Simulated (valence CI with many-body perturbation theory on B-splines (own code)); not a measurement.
The numbers below are computed, except where a source is named.
From CI to CI+MBPT in Br19+

Method: configuration interaction combined with many-body perturbation theory (CI+MBPT): six valence electrons over a frozen Dirac-Fock core [Ne], radial functions for each j: 9 s, 9 p, 8 d, 6 f, 3 g, 1 h, with the one-electron correlation potential Σ1, the two-electron term Σ2, the three-electron term Σ3, Breit, model QED; selected CI, second order for the rest, scaled by the run's own slope (own B-spline code, finite nucleus).

No measured spectrum was set against this ion. As an estimate, levels of excited configurations hold to 0.05 to 0.15 % of their energy, terms of the ground configuration to about 0.5 %. Among the levels kept, up to 1500 cm⁻¹ of a level comes from second order outside the variational space, and about a tenth of that is noise between levels of different J, which matters for small intervals.

Each rung adds one term. CI alone is the Dirac-Coulomb CI over the frozen core; QED comes last and gives the full result, which names the levels. Energies are above 3s²3p⁴ ³P_2 on the same rung, in cm⁻¹.

Names give the largest LS component (configuration and term), which can be under half, so a name can repeat, a term be missing and a line seem to break the LS rules; names also repeat where a configuration has a term twice. Letters in brackets count levels of one name in rising energy.

```csv
Level,CI alone
3s²3p⁴ ³P_0,44303
3s²3p⁴ ³P_1,68354
3s²3p⁴ ¹D_2,104265
3s²3p⁴ ¹S_0,204363
3s3p⁵ ³P°_2,520929
3s3p⁵ ³P°_1,557702
3s3p⁵ ³P°_0,594211
3s3p⁵ ¹P°_1,668470
3s²3p³3d ⁵D°_2,671524
3s²3p³3d ⁵D°_3,672953
3s²3p³3d ⁵D°_0,673814
3s²3p³3d ⁵D°_1,677217
3s²3p³3d ⁵D°_4,684016
3s²3p³3d ³D°_2 [a],703837
3s²3p³3d ³D°_3 [a],734760
3s²3p³3d ³D°_1 [a],739166
```

**Question.** What do these energies become with core correlation, Breit and QED?

**Answer.** 3s²3p⁴ ³P_0 43993 (-310); 3s²3p⁴ ³P_1 67643 (-710); 3s²3p⁴ ¹D_2 102959 (-1306); 3s²3p⁴ ¹S_0 202167 (-2196); 3s3p⁵ ³P°_2 518871 (-2058); 3s3p⁵ ³P°_1 555274 (-2427); 3s3p⁵ ³P°_0 591575 (-2636); 3s3p⁵ ¹P°_1 664251 (-4219); 3s²3p³3d ⁵D°_2 667206 (-4319); 3s²3p³3d ⁵D°_3 668265 (-4688); 3s²3p³3d ⁵D°_0 669782 (-4032); 3s²3p³3d ⁵D°_1 672930 (-4287); 3s²3p³3d ⁵D°_4 678829 (-5187); 3s²3p³3d ³D°_2 [a] 698867 (-4970); 3s²3p³3d ³D°_3 [a] 729302 (-5458); 3s²3p³3d ³D°_1 [a] 733833 (-5333).

**Question.** How does the ionisation energy move along the ladder, and which term matters most?

**Answer.** CI alone 810.94, + Σ1 811.64, + Σ2 811.67, + Σ3 811.28, + Breit 810.92, + QED 810.94 eV. The largest step is Σ1, 0.70 eV. NIST lists 809.8 ± 1.2 eV (semi-empirical).
